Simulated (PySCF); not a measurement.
Cl2Ni, septet, geometry from GFN2-xTB of the parent state (such geometries of metal compounds can be far from the true shape) (another spin typed on purpose, not shown lowest); PBE0/6-31G* in PySCF.

PySCF was given this input:
```python
from pyscf import gto, scf, dft

mol = gto.M(
    atom='''
Ni    0.00000000    0.00000000    0.00000000
Cl    0.00000000    0.00000000    1.93482584
Cl   -0.00000000   -0.00000000   -1.93482584
''',
    basis='6-31g*',
    spin=6,
    verbose=4,
)

mf = dft.UKS(mol)
mf.xc = 'pbe0'
mf.kernel()
mf.analyze()
```

Output, abridged:

```
PySCF version 2.14.0

[INPUT] verbose = 4
[INPUT] num. atoms = 3
[INPUT] num. electrons = 62
[INPUT] charge = 0
[INPUT] spin (= nelec alpha-beta = 2S) = 6
[INPUT] symmetry False subgroup None
[INPUT] Mole.unit = angstrom
[INPUT] Symbol           X                Y                Z      unit          X                Y                Z       unit  Magmom
[...]
nuclear repulsion = 299.894078204879
number of shells = 28
number of NR pGTOs = 199
number of NR cGTOs = 70
basis = 6-31g*
ecp = {}

******** <class 'pyscf.dft.uks.UKS'> ********
method = UKS
initial guess = minao
damping factor = 0
level_shift factor = 0
DIIS = <class 'pyscf.scf.diis.CDIIS'>
diis_start_cycle = 1
diis_space = 8
diis_damp = 0
SCF conv_tol = 1e-09
SCF conv_tol_grad = None
SCF max_cycles = 50
direct_scf = True
direct_scf_tol = 1e-13
number electrons alpha = 34  beta = 28
XC library pyscf.dft.libxc version 7.1.2
    S. Lehtola, C. Steigemann, M. J. T. Oliveira, and M. A. L. Marques,  SoftwareX 7, 1–5 (2018)
XC functionals = pbe0
    C. Adamo and V. Barone,  J. Chem. Phys. 110, 6158 (1999)
    M. Ernzerhof and G. E. Scuseria,  J. Chem. Phys. 110, 5029 (1999)
radial grids:
    Treutler-Ahlrichs [JCP 102, 346 (1995); DOI:10.1063/1.469408] (M4) radial grids

becke partition: Becke, JCP 88, 2547 (1988); DOI:10.1063/1.454033
pruning grids: <function nwchem_prune>
grids dens level: 3
symmetrized grids: False
atomic radii adjust function: <function treutler_atomic_radii_adjust>
small_rho_cutoff = 0
Set gradient conv threshold to 3.16228e-05
tot grids = 58400
init E= -2427.3157901392

cycle= 1 E= -2406.19500655122  delta_E= 21.1  |g|= 4.63  |ddm|= 11.5

cycle= 2 E= -2380.48612382828  delta_E= 25.7  |g|= 6.47  |ddm|= 19.9

cycle= 3 E= -2422.04093337832  delta_E= -41.6  |g|= 3.89  |ddm|=   17

cycle= 4 E= -2424.56811968057  delta_E= -2.53  |g|= 2.66  |ddm|=  1.5

cycle= 5 E= -2427.00627040762  delta_E= -2.44  |g|= 1.22  |ddm|= 2.84

cycle= 6 E= -2427.40218909523  delta_E= -0.396  |g|= 0.335  |ddm|= 0.936

cycle= 7 E= -2427.44169513918  delta_E= -0.0395  |g|= 0.05  |ddm|= 0.382

cycle= 8 E= -2427.44386911299  delta_E= -0.00217  |g|= 0.0594  |ddm|= 0.103

cycle= 9 E= -2427.44489679664  delta_E= -0.00103  |g|= 0.0553  |ddm|= 0.0347

cycle= 10 E= -2427.44761467539  delta_E= -0.00272  |g|= 0.031  |ddm|= 0.0802

cycle= 11 E= -2427.45130231697  delta_E= -0.00369  |g|= 0.024  |ddm|= 0.129

cycle= 12 E= -2427.45576495439  delta_E= -0.00446  |g|= 0.0261  |ddm|= 0.176

cycle= 13 E= -2427.46019275498  delta_E= -0.00443  |g|= 0.0145  |ddm|= 0.292

cycle= 14 E= -2427.46014642634  delta_E= 4.63e-05  |g|= 0.0093  |ddm|= 0.0473

cycle= 15 E= -2427.4608144712  delta_E= -0.000668  |g|= 0.00394  |ddm|= 0.111

cycle= 16 E= -2427.46081025679  delta_E= 4.21e-06  |g|= 0.00737  |ddm|= 0.0147

cycle= 17 E= -2427.46083744387  delta_E= -2.72e-05  |g|= 0.00446  |ddm|= 0.0148

cycle= 18 E= -2427.46084826359  delta_E= -1.08e-05  |g|= 0.00287  |ddm|= 0.00698

cycle= 19 E= -2427.46085458375  delta_E= -6.32e-06  |g|= 0.000271  |ddm|= 0.00943

cycle= 20 E= -2427.46085470593  delta_E= -1.22e-07  |g|= 8.27e-05  |ddm|= 0.00118

cycle= 21 E= -2427.46085472935  delta_E= -2.34e-08  |g|= 3.38e-05  |ddm|= 0.000592

cycle= 22 E= -2427.46085473799  delta_E= -8.65e-09  |g|= 3.21e-05  |ddm|= 0.000163

cycle= 23 E= -2427.46085476129  delta_E= -2.33e-08  |g|= 3.19e-05  |ddm|= 0.000443

cycle= 24 E= -2427.4608548192  delta_E= -5.79e-08  |g|= 2.94e-05  |ddm|= 0.00117

cycle= 25 E= -2427.46085485248  delta_E= -3.33e-08  |g|= 2.87e-05  |ddm|= 0.000714

cycle= 26 E= -2427.46085486734  delta_E= -1.49e-08  |g|= 2.86e-05  |ddm|= 0.00033

cycle= 27 E= -2427.46085489189  delta_E= -2.46e-08  |g|= 2.86e-05  |ddm|= 0.000554

cycle= 28 E= -2427.46085493462  delta_E= -4.27e-08  |g|= 2.85e-05  |ddm|= 0.000968

cycle= 29 E= -2427.46085510645  delta_E= -1.72e-07  |g|= 2.84e-05  |ddm|= 0.00392

cycle= 30 E= -2427.46085541596  delta_E= -3.1e-07  |g|= 2.82e-05  |ddm|= 0.00711

[...]

cycle= 50 E= -2427.46085999818  delta_E= -1.83e-08  |g|= 2.96e-05  |ddm|= 0.00775
SCF not converged.
SCF energy = -2427.46085999818 after 50 cycles  <S^2> = 12.006018  2S+1 = 7.0017192
**** SCF Summaries ****
Total Energy =                       -2427.460859998182059
Nuclear Repulsion Energy =             299.894078204878667
One-electron Energy =                -3956.147066975753660
Two-electron Energy =                 1228.792128772693331
Two-electron Coulomb Energy =         1347.846400334693271
DFT Exchange-Correlation Energy =     -119.054271561999997
**** MO energy ****
                             alpha | beta                alpha | beta
[...]
To work with the spin densities directly, `use mulliken_meta_spin()` only printing them here.

 ** Mulliken spin pop alpha/beta on meta-lowdin orthogonal AOs **
 ** Mulliken Spin Density (per AO)  **
spin_pop of  0 Ni 1s        0.00000
spin_pop of  0 Ni 2s        0.00000
spin_pop of  0 Ni 3s        0.00001
spin_pop of  0 Ni 4s        0.77487
spin_pop of  0 Ni 5s        0.00847
spin_pop of  0 Ni 2px      -0.00000
spin_pop of  0 Ni 2py       0.00000
spin_pop of  0 Ni 2pz      -0.00000
spin_pop of  0 Ni 3px      -0.00002
spin_pop of  0 Ni 3py       0.00003
spin_pop of  0 Ni 3pz       0.00002
spin_pop of  0 Ni 4px       0.02140
spin_pop of  0 Ni 4py       0.78368
spin_pop of  0 Ni 4pz      -0.00008
spin_pop of  0 Ni 5px       0.00320
spin_pop of  0 Ni 5py       0.11722
spin_pop of  0 Ni 5pz      -0.00005
spin_pop of  0 Ni 3dxy      0.07348
spin_pop of  0 Ni 3dyz      0.31906
spin_pop of  0 Ni 3dz^2     0.25434
spin_pop of  0 Ni 3dxz      0.83666
spin_pop of  0 Ni 3dx2-y2    0.64940
spin_pop of  0 Ni 4dxy      0.00102
spin_pop of  0 Ni 4dyz      0.00250
spin_pop of  0 Ni 4dz^2     0.00202
spin_pop of  0 Ni 4dxz      0.00317
spin_pop of  0 Ni 4dx2-y2    0.00336
spin_pop of  0 Ni 4f-3     -0.00001
spin_pop of  0 Ni 4f-2     -0.00000
spin_pop of  0 Ni 4f-1      0.00036
spin_pop of  0 Ni 4f+0     -0.00010
spin_pop of  0 Ni 4f+1     -0.00001
spin_pop of  0 Ni 4f+2     -0.00001
spin_pop of  0 Ni 4f+3     -0.00000
spin_pop of  1 Cl 1s       -0.00000
spin_pop of  1 Cl 2s       -0.00000
spin_pop of  1 Cl 3s        0.03712
spin_pop of  1 Cl 4s        0.00363
spin_pop of  1 Cl 2px       0.00000
spin_pop of  1 Cl 2py       0.00004
spin_pop of  1 Cl 2pz       0.00000
spin_pop of  1 Cl 3px       0.09235
spin_pop of  1 Cl 3py       0.82229
spin_pop of  1 Cl 3pz       0.07258
spin_pop of  1 Cl 4px       0.00149
spin_pop of  1 Cl 4py       0.03097
spin_pop of  1 Cl 4pz       0.00302
spin_pop of  1 Cl 3dxy      0.00003
spin_pop of  1 Cl 3dyz      0.00904
spin_pop of  1 Cl 3dz^2    -0.00008
spin_pop of  1 Cl 3dxz      0.00020
spin_pop of  1 Cl 3dx2-y2    0.00032
spin_pop of  2 Cl 1s       -0.00000
spin_pop of  2 Cl 2s       -0.00000
spin_pop of  2 Cl 3s        0.03712
spin_pop of  2 Cl 4s        0.00363
spin_pop of  2 Cl 2px       0.00000
spin_pop of  2 Cl 2py       0.00004
spin_pop of  2 Cl 2pz       0.00000
spin_pop of  2 Cl 3px       0.09235
spin_pop of  2 Cl 3py       0.82229
spin_pop of  2 Cl 3pz       0.07258
spin_pop of  2 Cl 4px       0.00149
spin_pop of  2 Cl 4py       0.03097
spin_pop of  2 Cl 4pz       0.00302
spin_pop of  2 Cl 3dxy      0.00003
spin_pop of  2 Cl 3dyz      0.00904
spin_pop of  2 Cl 3dz^2    -0.00008
spin_pop of  2 Cl 3dxz      0.00020
spin_pop of  2 Cl 3dx2-y2    0.00032
 ** Mulliken Spin Density (per atom)  **
spin density of  0 Ni =      3.85398
spin density of  1 Cl =      1.07301
spin density of  2 Cl =      1.07301
 ** Mulliken pop alpha/beta on meta-lowdin orthogonal AOs **
 ** Mulliken pop       alpha | beta **
In total            34.00000 | 28.00000
 ** Mulliken atomic charges   ( Nelec_alpha | Nelec_beta ) **
charge of  0Ni =     -0.01103  (    15.93251     12.07853 )
charge of  1Cl =      0.00552  (     9.03375      7.96074 )
charge of  2Cl =      0.00552  (     9.03375      7.96074 )
Dipole moment(X, Y, Z, Debye): -0.00000,  0.00000,  0.00001
```

The run did not converge; its last values are not results.
